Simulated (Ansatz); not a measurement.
Isolated molecules relaxed with PBE0-D4/def2-TZVP in Ansatz; ΔE leaves out vibrations. CBS: MP2 limit from def2 TZ/QZ plus the TZ coupled-cluster correction, frozen cores. This one scheme is used for every species. Functionals use def2-TZVPP. B3LYP here is the variant with VWN-RPA as its local correlation; programs differ in this. HSE06 is defined as in plane-wave codes. def2 core potentials past Kr. For In outer-core shells are correlated without core-valence functions, which leaves a few kJ/mol of doubt a bond. Each species was taken in one conformer, which may not be the lowest.

`C[CH](F)[InH][F]` + H₂ → `C[CH](F)[InH2]` + H–F  (hydrogenolysis of the In–F bond)

```json
{"level": "LDA (SPW92)", "ΔE (kJ/mol)": "60.4", "difference from CCSD(T)/CBS": "-7.1"}
{"level": "PBE-D4", "ΔE (kJ/mol)": "72.1", "difference from CCSD(T)/CBS": "4.6"}
{"level": "revPBE-D4", "ΔE (kJ/mol)": "73.6", "difference from CCSD(T)/CBS": "6.1"}
{"level": "BLYP-D4", "ΔE (kJ/mol)": "82.4", "difference from CCSD(T)/CBS": "14.9"}
{"level": "r2SCAN-D4", "ΔE (kJ/mol)": "76.9", "difference from CCSD(T)/CBS": "9.4"}
{"level": "B97M-V", "ΔE (kJ/mol)": "67.9", "difference from CCSD(T)/CBS": "0.4"}
{"level": "PBE0-D4", "ΔE (kJ/mol)": "60.7", "difference from CCSD(T)/CBS": "-6.8"}
{"level": "B3LYP-D4", "ΔE (kJ/mol)": "72.3", "difference from CCSD(T)/CBS": "4.8"}
{"level": "r2SCANh-D4", "ΔE (kJ/mol)": "71.9", "difference from CCSD(T)/CBS": "4.4"}
{"level": "r2SCAN0-D4", "ΔE (kJ/mol)": "65.2", "difference from CCSD(T)/CBS": "-2.3"}
{"level": "HSE06-D4", "ΔE (kJ/mol)": "60.5", "difference from CCSD(T)/CBS": "-7.0"}
{"level": "BHLYP-D4", "ΔE (kJ/mol)": "64.1", "difference from CCSD(T)/CBS": "-3.4"}
{"level": "CAM-B3LYP-D4", "ΔE (kJ/mol)": "69.2", "difference from CCSD(T)/CBS": "1.7"}
{"level": "ωB97X-V", "ΔE (kJ/mol)": "68.5", "difference from CCSD(T)/CBS": "1.0"}
{"level": "ωB97M-V", "ΔE (kJ/mol)": "64.9", "difference from CCSD(T)/CBS": "-2.6"}
{"level": "B2PLYP", "ΔE (kJ/mol)": "70.6", "difference from CCSD(T)/CBS": "3.1"}
{"level": "revPBE", "ΔE (kJ/mol)": "72.4", "difference from CCSD(T)/CBS": "4.9"}
{"level": "BLYP", "ΔE (kJ/mol)": "81.0", "difference from CCSD(T)/CBS": "13.5"}
{"level": "r2SCAN", "ΔE (kJ/mol)": "76.7", "difference from CCSD(T)/CBS": "9.2"}
{"level": "PBE0", "ΔE (kJ/mol)": "60.0", "difference from CCSD(T)/CBS": "-7.5"}
{"level": "r2SCANh", "ΔE (kJ/mol)": "71.7", "difference from CCSD(T)/CBS": "4.2"}
{"level": "r2SCAN0", "ΔE (kJ/mol)": "64.9", "difference from CCSD(T)/CBS": "-2.6"}
{"level": "HSE06", "ΔE (kJ/mol)": "59.9", "difference from CCSD(T)/CBS": "-7.6"}
{"level": "BHLYP", "ΔE (kJ/mol)": "63.0", "difference from CCSD(T)/CBS": "-4.5"}
{"level": "CAM-B3LYP", "ΔE (kJ/mol)": "68.5", "difference from CCSD(T)/CBS": "1.0"}
{"level": "LC-ωPBE", "ΔE (kJ/mol)": "64.2", "difference from CCSD(T)/CBS": "-3.3"}
{"level": "RPA@PBE/def2-TZVPP", "ΔE (kJ/mol)": "59.7", "difference from CCSD(T)/CBS": "-7.8"}
{"level": "HF/def2-SVP", "ΔE (kJ/mol)": "49.5", "difference from CCSD(T)/CBS": "-18.0"}
{"level": "MP2/def2-SVP", "ΔE (kJ/mol)": "68.9", "difference from CCSD(T)/CBS": "1.4"}
{"level": "CCSD/def2-SVP", "ΔE (kJ/mol)": "59.3", "difference from CCSD(T)/CBS": "-8.2"}
{"level": "CCSD(T)/def2-SVP", "ΔE (kJ/mol)": "61.6", "difference from CCSD(T)/CBS": "-5.9"}
{"level": "HF/def2-TZVPP", "ΔE (kJ/mol)": "53.4", "difference from CCSD(T)/CBS": "-14.1"}
{"level": "MP2/def2-TZVPP", "ΔE (kJ/mol)": "64.5", "difference from CCSD(T)/CBS": "-3.0"}
{"level": "SCS-MP2/def2-TZVPP", "ΔE (kJ/mol)": "64.9", "difference from CCSD(T)/CBS": "-2.6"}
{"level": "CCSD/def2-TZVPP", "ΔE (kJ/mol)": "55.6", "difference from CCSD(T)/CBS": "-11.9"}
{"level": "CCSD(T)/def2-TZVPP", "ΔE (kJ/mol)": "59.2", "difference from CCSD(T)/CBS": "-8.3"}
{"level": "MP2/def2-QZVPP", "ΔE (kJ/mol)": "70.1", "difference from CCSD(T)/CBS": "2.6"}
{"level": "HF/CBS(def2)", "ΔE (kJ/mol)": "56.1", "difference from CCSD(T)/CBS": "-11.4"}
{"level": "MP2/CBS(def2)", "ΔE (kJ/mol)": "72.8", "difference from CCSD(T)/CBS": "5.3"}
{"level": "CCSD/CBS(def2)", "ΔE (kJ/mol)": "63.8", "difference from CCSD(T)/CBS": "-3.7"}
{"level": "CCSD(T)/CBS", "ΔE (kJ/mol)": "67.5", "difference from CCSD(T)/CBS": "0"}
```

**Question.** What do rigid-rotor, harmonic-oscillator terms from PBE0-D4/def2-TZVP frequencies (298.15 K, 1 bar) make of the CCSD(T)/CBS value? (An estimate is asked.)

**Answer.** The calculation gave: ΔZPE = +7.5 kJ/mol, ΔH = +73.3 kJ/mol, ΔS = 21 J/(mol·K), ΔG = +67.1 kJ/mol. Modes under 50 cm⁻¹ make the entropy rough.

Largest T1 diagnostic among the species: 0.015.

From r2SCAN to r2SCAN0 (25 % exact exchange), in def2-TZVPP and without D4, ΔE moves by −11.8 kJ/mol. Leaving LDA and LC-ωPBE aside and taking each functional with its dispersion term where it has one, the values, not all of them listed here, spread over 23.8 kJ/mol, from PBE-QIDH to BLYP-D4. LDA lies −11.0 kJ/mol from PBE without D4. At CCSD(T), def2-SVP lies −5.9 kJ/mol from the extrapolated value and def2-TZVPP −8.3 kJ/mol.

CCSD(T)/CBS has its own doubt, a few kJ/mol and more with outer-core shells, so smaller differences from it don't rank the levels.
